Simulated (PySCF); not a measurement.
Species: fluorene, C13H10.
Bonds: C1–C2 (aromatic), C2–C3 (aromatic), C3–C4 (aromatic), C4–C5 (aromatic), C5–C6 (aromatic), C5–C7, C7–C8, C8–C9 (aromatic), C9–C10 (aromatic), C10–C11 (aromatic), C11–C12 (aromatic), C12–C13 (aromatic), C1–C6 (aromatic), C8–C13 (aromatic), C4–C13. Hydrogens: H14 on C1; H15 on C2; H16 on C3; H17 on C6; H18, H19 on C7; H20 on C9; H21 on C10; H22 on C11; H23 on C12.

Method: PBE0-D3(BJ)/def2-SVP geometry optimisation, gas phase in PySCF 2.14.0.

(1) What internal coordinates does the optimisation give?

Answers

(1) 
```csv
bond,length (pm)
"C1–C2, C10–C11",139.8
"C2–C3, C11–C12",139.4
"C3–C4, C12–C13",139.5
"C4–C5, C8–C13",140.9
"C5–C6, C8–C9",139.0
"C5–C7, C7–C8",150.6
"C1–C6, C9–C10",139.7
C4–C13,146.5
"C1–H14, C10–H21",109.3
"C2–H15, C11–H22",109.3
"C3–H16, C12–H23",109.3
"C6–H17, C9–H20",109.3
"C7–H18, C7–H19",110.4
```

Bonds in one row agree within 1 pm and their mean is given. A selection of angles:
```csv
angle,degrees
C2–C1–C6,120.6
C1–C2–C3,120.7
C2–C3–C4,118.8
C3–C4–C5,120.6
C3–C4–C13,131.0
C5–C4–C13,108.5
C4–C5–C6,120.3
C4–C5–C7,110.0
C6–C5–C7,129.6
C1–C6–C5,119.0
C5–C7–C8,103.0
```

Torsions: C4–C5–C7–C8 0° (synperiplanar); C5–C7–C8–C9 180° (antiperiplanar); C3–C4–C13–C12 0° (synperiplanar).

The 15 C–C bonds span 1.390 Å (C8–C9, aromatic) to 1.506 Å (C5–C7, drawn single), a spread of 0.116 Å. The 6-membered ring C1–C2–C3–C4–C5–C6 has internal angles of 118.8° to 120.7°; it is planar, 0.00 Å rms from its mean plane, widest ring torsion 0°. The 5-membered ring C4–C5–C7–C8–C13 has internal angles of 103.0° to 110.0°; it is planar, 0.00 Å rms from its mean plane, widest ring torsion 0°. The 6-membered ring C8–C9–C10–C11–C12–C13 has internal angles of 118.8° to 120.7° (sum 720°, against 720° for a flat polygon); it is planar, 0.00 Å rms from its mean plane, widest ring torsion 0°. The 13 heavy atoms lie in one plane (0.002 Å rms).

Point group: C2v (every atom within 0.08 Å of its image). Stationary, but not proved a minimum.
